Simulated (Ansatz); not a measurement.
One geometry of Ge(CN)2H2 (C2H2GeN2), several levels of theory.

```yaml
crystal:
  periodic: [false, false, false]
  atoms:
    - {symbol: Ge, position_ang: [-0.498186, 0.013607, -0.356473]}
    - {symbol: C, position_ang: [-0.453279, -0.013593, 1.558378]}
    - {symbol: N, position_ang: [-0.467219, -0.022997, 2.722258]}
    - {symbol: C, position_ang: [1.326944, -0.014216, -0.937525]}
    - {symbol: N, position_ang: [2.426037, -0.030344, -1.320432]}
    - {symbol: H, position_ang: [-1.141794, 1.314908, -0.814510]}
    - {symbol: H, position_ang: [-1.192504, -1.247365, -0.851707]}
basis:
  gaussian: {orbitals: def2-TZVP, initial_orbitals: start.molden}
hamiltonian: {xc: {name: revPBE}, dispersion: d4}
scf: {omitted_lower_state_checks: [starts]}
output: {orbitals: {seedname: orbitals}}
```

The file start.molden holds the orbitals of an earlier run on this structure, at another level or in another basis.

```sh
$ ansatz run in.yaml --threads 2 --pin off --events-out ev --progress --plain --max-ram 4352MiB
```

It prints (some lines left out):

```
Functional definition: revPBE
1116 factors; their error is unknown
mean field evaluation 1: about -61599.6076 eV, gradient 1.1e1 eV
mean field evaluation 2: about -61599.7067 eV, gradient 1.3e-1 eV
mean field evaluation 4: about -61599.6857 eV, gradient 2.5e-4 eV
mean field -61599.68565015 eV, -2263.7466938766 hartree, gradient 1.7e-5 eV, S^2 0.000000; 0 other end points of the search recorded, 0 dependent functions left out
reference -61599.68569518 eV, -2263.7466955312 hartree; 30, 30 occupied and 154, 154 virtual orbitals, 1116 factors
Total energy: -61600.09922288 eV, -2263.7618923938 hartree
Checks for a lower state left out: starts
```

It took 1.9 s on 2 threads of Arm Neoverse V2 on a shared host.

The first input with `hamiltonian: {xc: hf}` (abridged; 1.6 s):

```
Functional definition: HF
mean field -61530.95105510 eV, -2261.2207440982 hartree, gradient 2.4e-5 eV, S^2 0.000000
Total energy: -61530.95105510 eV, -2261.2207440982 hartree
Checks for a lower state left out: starts
```

As the first input, with `hamiltonian: {xc: lda}` (abridged; 1.1 s):

```
Functional definition: SPW92
mean field -61475.75228458 eV, -2259.1922266968 hartree, gradient 5.4e-5 eV, S^2 0.000000
Total energy: -61475.75231820 eV, -2259.1922279325 hartree
Checks for a lower state left out: starts
```

First input, but with `gaussian: {orbitals: def2-TZVPD, initial_orbitals: start.molden}`, `hamiltonian: {xc: r2scan, dispersion: d4}` (abridged; 4.9 s):

```
Functional definition: r2SCAN
mean field -61602.15815917 eV, -2263.8375569069 hartree, gradient 1.5e-5 eV, S^2 0.000000
Total energy: -61602.19395945 eV, -2263.8388725430 hartree
Checks for a lower state left out: starts
```

As the first input, with `gaussian: {orbitals: def2-SVP, initial_orbitals: start.molden}`, `hamiltonian: {xc: pbe, dispersion: d4}` (abridged; 0.95 s):

```
Functional definition: PBE
mean field -61577.66911636 eV, -2262.9376011829 hartree, gradient 1.1e-5 eV, S^2 0.000000
Total energy: -61577.81598498 eV, -2262.9429985053 hartree
Checks for a lower state left out: starts
```

The first input with `hamiltonian: {xc: {name: LC-wPBE}}` (abridged; 2.4 s):

```
Functional definition: LC-wPBE
mean field -61593.91711597 eV, -2263.5347041555 hartree, gradient 1.7e-5 eV, S^2 0.000000
Total energy: -61593.91711598 eV, -2263.5347041557 hartree
Checks for a lower state left out: starts
```

First input, but with `hamiltonian: {xc: {name: r2SCANh}, dispersion: d4}` (abridged; 4.5 s):

```
Functional definition: r2SCANh
mean field -61601.54698662 eV, -2263.8150967301 hartree, gradient 1.7e-5 eV, S^2 0.000000
Total energy: -61601.58550309 eV, -2263.8165121844 hartree
Checks for a lower state left out: starts
```

Geometry: r2SCAN-D4/def2-SVP.

LC-ωPBE has ω = 0.4 bohr⁻¹.
